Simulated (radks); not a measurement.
Problem. Valence configurations of the carbon ion C3+ (all share [He]). All-electron calculation, scalar-relativistic Kohn-Sham, PBE, spin-unpolarised, spherical densities, finite nucleus; Fermi nuclear charge, rms radius 2.4702 fm; without spin polarisation the odd electron is poorly described. Program: a radial shooting solver on a logarithmic mesh with Libxc functionals. Order these by energy: 2p1; 2s1; 2s0.5 2p0.5.

Solution. From the lowest, in eV above it: 2s1 0.000; 2s0.5 2p0.5 4.006; 2p1 8.022. NIST lists [He] 2s1 as the ground configuration; this level of theory agrees among the configurations tried. The energies are those of spherical spin-averaged densities, not of single terms.
